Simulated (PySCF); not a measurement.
## [Er(H2O)2]3+: from a saddle point downhill

PySCF 2.14.0, RKS PBE0, Er lcecp-1-SVP with ECP57, O def2-SVP, H def2-SVP; non-relativistic Hamiltonian with scalar-relativistic core potentials where named; density fitting; no spin-orbit coupling. Relaxed within the symmetry of its start, the geometry (D2d) is

```xyz
7

Er    0.0000    0.0000    0.0000
O     0.0000    0.0000    2.2177
H     0.5463    0.5463    2.8434
H    -0.5463   -0.5463    2.8434
O     0.0000    0.0000   -2.2177
H     0.5463   -0.5463   -2.8434
H    -0.5463    0.5463   -2.8434
```

and its lowest harmonic modes are -67, -67, 150, 432, 433, 662 cm⁻¹ (negative: unstable). It was moved along the lowest mode and relaxed again.

Question: Where does it end, and how much lower?

Answer: In C1, 0.203 eV lower, after 21 steps:
```xyz
7

Er   -0.4615    1.0017    0.0168
O     0.1005   -0.1660    1.7730
H     0.7362    0.0726    2.5008
H    -0.2432   -1.0522    2.0661
O     0.0198   -0.1407   -1.7754
H     0.5712   -0.9633   -1.8660
H    -0.2506    0.0453   -2.7153
```

Question: How do the contacts change?

Answer: 
```json
{"contact": "Er1–O2 (H2O)", "saddle (Å)": "2.218", "end (Å)": "2.183"}
{"contact": "Er1–O5 (H2O)", "saddle (Å)": "2.218", "end (Å)": "2.179"}
```


Question: Is the end a minimum?

Answer: Probably not: 1 of the modes stay unstable (below −25 cm⁻¹), though so soft as to be near the noise; lowest modes -58, 69, 148, 447, 451, 663 cm⁻¹.

An lcecp potential fixes the number of 4f electrons, so in runs with it no electron can move into or out of that shell.

State: singlet in the valence, with the 4f electrons in the core potential.
